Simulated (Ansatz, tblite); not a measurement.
Forces on CrI2 at its PBE0-D4/def2-TZVP geometry. Charge 0, multiplicity 5.

In the def2 sets I takes a core potential; there is no spin–orbit coupling. The xTB rows come from tblite. At r2SCAN-D4/def2-TZVP the charge 0 quintet is spin-contaminated (final ⟨S²⟩ up to 6.20, 6.00 for a pure state).

GFN1-xTB (tblite), largest force 0.42 eV/Å:

```xyz
3
positions Å, forces eV/Å
Cr    0.000    0.000    0.000   -0.001    0.000    0.000
I    -0.573   -2.150    1.216    0.095    0.357   -0.202
I     0.573    2.150   -1.216   -0.095   -0.357    0.202
```

GFN2-xTB (tblite), largest force 0.38 eV/Å:

```
Cr 0.000 0.000 0.000
I 0.087 0.326 -0.185
I -0.087 -0.326 0.184
```

r2SCAN-D4/def2-TZVP (Ansatz), largest force 0.01 eV/Å:

```
Cr 0.000 0.000 0.000
I -0.003 -0.010 0.005
I 0.003 0.010 -0.006
```
